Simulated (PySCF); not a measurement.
## Worked example: dipole moment from atomic charges

4-fluoro-1,3-dioxole (C3H3FO2), SMILES O1COC(F)=C1. Atoms are numbered in the order given.

```xyz
9

F     -0.0781    -2.0358     0.0000
C      0.0669    -0.7337     0.0000
C      1.1522     0.0393     0.0000
O      0.7517     1.3702     0.0000
C     -0.6695     1.3539     0.0000
O     -1.0877    -0.0151     0.0000
H      2.2127    -0.1855     0.0000
H     -1.0595     1.8551     0.9062
H     -1.0595     1.8551    -0.9062
```
Charge 0, spin multiplicity 1.

Geometry: B3LYP-D3(BJ)/def2-SVP. A frequency run showed that this geometry is not a minimum. Other conformers were not sampled.

Charges (e) from PBE/def2-TZVP run with PySCF:

```json
[
 {"atom": "F1", "ESP fit": "-0.143", "Mulliken": "-0.131"},
 {"atom": "C2", "ESP fit": "0.385", "Mulliken": "0.236"},
 {"atom": "C3", "ESP fit": "-0.303", "Mulliken": "-0.130"},
 {"atom": "O4", "ESP fit": "-0.217", "Mulliken": "-0.227"},
 {"atom": "C5", "ESP fit": "0.176", "Mulliken": "0.115"},
 {"atom": "O6", "ESP fit": "-0.273", "Mulliken": "-0.205"},
 {"atom": "H7", "ESP fit": "0.215", "Mulliken": "0.145"},
 {"atom": "H8", "ESP fit": "0.080", "Mulliken": "0.098"},
 {"atom": "H9", "ESP fit": "0.080", "Mulliken": "0.098"}
]
```

The dipole moment of the full density is 0.87 D.

Task: What dipole moment does each set of point charges give, and which comes closer to that of the density?

Result: 
μ = Σ q r, and 1 e Å = 4.8032 D.
ESP fit: Σ q r = (0.010, 0.199, 0.000) e Å, |μ| = 0.96 D.
Mulliken: Σ q r = (-0.035, 0.273, 0.000) e Å, |μ| = 1.32 D.
ESP fit comes closer in size. Point charges leave out the atoms' own dipoles (lone pairs, polarised bonds); fits to the potential absorb them, partitions of the density don't.
